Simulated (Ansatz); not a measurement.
Spin states of H2O2Pt (SMILES [OH][Pt][OH]), each relaxed at B3LYP-D3(BJ)/def2-TZVP; lowest solutions found, singlets restricted, no spin–orbit coupling, no relativity up to Kr.
Multiplicity 3 (charge 0, multiplicity 3):
```xyz
5

Pt     0.0060    -0.3174    -0.0600
O      1.5512     0.0056    -1.0660
H      1.6037     0.7450    -1.6830
O     -1.5490    -0.4597     0.9726
H     -1.6658     0.0561     1.7791
```
Multiplicity 1 (charge 0, multiplicity 1):
```xyz
5

Pt     0.223    -0.430     0.164
O      1.269    -0.084    -1.325
H      1.532     0.850    -1.362
O     -1.412    -0.573     1.025
H     -1.666     0.267     1.441
```

Programs: Ansatz (a quantum-chemistry and plane-wave program). Values without a source in brackets are computed. In def2 rows elements past Kr take small-core potentials, without spin–orbit coupling.

The energy of multiplicity 1 less that of multiplicity 3 (kcal/mol) and the share of exact exchange:

| functional | exact exchange (%) | value |
|---|---|---|
| PBE/def2-TZVPP | 0 | 1.34 |
| PBE0/def2-TZVPP | 25 | 5.29 |
| BLYP/def2-TZVPP | 0 | 1.73 |
| B3LYP/def2-TZVPP | 20 | 4.41 |
| BHLYP/def2-TZVPP | 50 | 9.89 |
| r2SCAN/def2-TZVPP | 0 | 5.96 |
| r2SCANh/def2-TZVPP | 10 | 7.31 |

Problem. Take the value as linear in the share of exact exchange along PBE and PBE0. Give the slope, say whether the sign turns, and set the other functionals against that line.

Solution. 
Slope: (5.29 − (1.34))/2.5 = 1.58 kcal/mol for each 10 %. The line keeps its sign from 0 to 100 %. At 50 % it gives 9.2 kcal/mol. The LYP pair gives (9.89 − (1.73))/5 = 1.63 for each 10 %. BHLYP, at 50 %, lies 0.7 from the PBE line. B3LYP, at 20 %, lies -0.1 from the PBE line. r2SCAN, with none, stands 4.6 from PBE. The r2SCAN pair gives 1.34 for 10 %.
